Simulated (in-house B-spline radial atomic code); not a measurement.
The outermost shell (largest non-relativistic mean radius) with and without relativity; Dirac values are averaged over j. Computed with a B-spline radial code for spherical atoms: non-relativistic Hartree-Fock and Dirac-Hartree-Fock, averages of the configuration (point nuclei without relativity, finite nuclei with it).

```json
{"ion": "Sb2+", "configuration": "[Kr] 4d10 5s2 5p1", "outermost shell": "5p", "radius non-relativistic (bohr)": "2.559", "radius Dirac (bohr)": "2.5312", "radius change (%)": "-1.0872", "level non-relativistic (eV)": "-24.102", "level Dirac (eV)": "-24.23", "spin-orbit splitting (eV)": "0.81526"}
{"ion": "Te2+", "configuration": "[Kr] 4d10 5s2 5p2", "outermost shell": "5p", "radius non-relativistic (bohr)": "2.3927", "radius Dirac (bohr)": "2.3664", "radius change (%)": "-1.0992", "level non-relativistic (eV)": "-26.419", "level Dirac (eV)": "-26.567", "spin-orbit splitting (eV)": "1.0462"}
{"ion": "I2+", "configuration": "[Kr] 4d10 5s2 5p3", "outermost shell": "5p", "radius non-relativistic (bohr)": "2.2511", "radius Dirac (bohr)": "2.2259", "radius change (%)": "-1.1199", "level non-relativistic (eV)": "-28.759", "level Dirac (eV)": "-28.928", "spin-orbit splitting (eV)": "1.3082"}
{"ion": "Xe2+", "configuration": "[Kr] 4d10 5s2 5p4", "outermost shell": "5p", "radius non-relativistic (bohr)": "2.1285", "radius Dirac (bohr)": "2.1041", "radius change (%)": "-1.1469", "level non-relativistic (eV)": "-31.127", "level Dirac (eV)": "-31.321", "spin-orbit splitting (eV)": "1.6035"}
{"ion": "Cs2+", "configuration": "[Kr] 4d10 5s2 5p5", "outermost shell": "5p", "radius non-relativistic (bohr)": "2.021", "radius Dirac (bohr)": "1.9971", "radius change (%)": "-1.1785", "level non-relativistic (eV)": "-33.530", "level Dirac (eV)": "-33.753", "spin-orbit splitting (eV)": "1.9342"}
{"ion": "Ba2+", "configuration": "[Kr] 4d10 5s2 5p6", "outermost shell": "5p", "radius non-relativistic (bohr)": "1.9262", "radius Dirac (bohr)": "1.9028", "radius change (%)": "-1.2135", "level non-relativistic (eV)": "-35.971", "level Dirac (eV)": "-36.227", "spin-orbit splitting (eV)": "2.303"}
{"ion": "La2+", "configuration": "[Xe] 5d1", "outermost shell": "5d", "radius non-relativistic (bohr)": "2.5602", "radius Dirac (bohr)": "2.6225", "radius change (%)": "2.4346", "level non-relativistic (eV)": "-18.930", "level Dirac (eV)": "-18.317", "spin-orbit splitting (eV)": "0.16692"}
{"ion": "Ce2+", "configuration": "[Xe] 4f2", "outermost shell": "5p", "radius non-relativistic (bohr)": "1.8384", "radius Dirac (bohr)": "1.8054", "radius change (%)": "-1.7908", "level non-relativistic (eV)": "-37.918", "level Dirac (eV)": "-38.577", "spin-orbit splitting (eV)": "2.7761"}
```
